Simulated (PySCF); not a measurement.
Radial density of O⁺ (oxygen, charge +1)

UHF, [He] 2s2 2p3, high-spin 4S determinant. Calculation: PySCF 2.14, in aug-cc-pVDZ-DK; the spin-free X2C one-electron Hamiltonian (Gaussian nucleus).

```csv
r (bohr),4πr²ρ (e/bohr),4πr²(ρα − ρβ)
0.00418,0.06732,0.0001
0.00704,0.1812,0.0003
0.0118,0.4664,0.0008
0.0199,1.151,0.0021
0.0335,2.606,0.0051
0.0563,5.121,0.0132
0.0947,7.890,0.0408
0.159,8.208,0.1691
0.268,4.872,0.6482
0.451,3.059,1.7167
0.758,4.458,2.6573
1.28,2.985,1.6831
2.15,0.5035,0.2763
3.61,0.01422,0.0108
6.07,7.710e-05,0.0001
```

Densities and radii are taken from the X2C orbitals without a picture-change correction, which distorts them close to the nucleus.
